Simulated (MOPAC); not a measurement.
Constitutional and geometric isomers with formula CH3BSi. Isolated molecules, 0 K electronic values unless said otherwise. Strings in code marks are SMILES.

Quantity: electronic energy of isomers of CH3BSi relative to `B1C=[SiH]1`, in eV. Semi-empirical values (MOPAC) are differences of heats of formation.

Case: `B=C=[SiH2]`. Geometry of `B=C=[SiH2]` (neutral, multiplicity 1, Å):

```xyz
6

B      1.8179     0.0696     0.0883
C      0.4706     0.0178     0.0228
Si    -1.2007    -0.0461    -0.0583
H      2.9899     0.1148     0.1452
H     -2.0835     1.1420    -0.1379
H     -1.9941    -1.2981    -0.0601
```

**Question.** Estimate the electronic energy of isomers of CH3BSi relative to `B1C=[SiH]1` that PM6 // PBE0-D3(BJ)/def2-TZVP (MOPAC) returns for this input.

**Answer.** -1.11 eV.
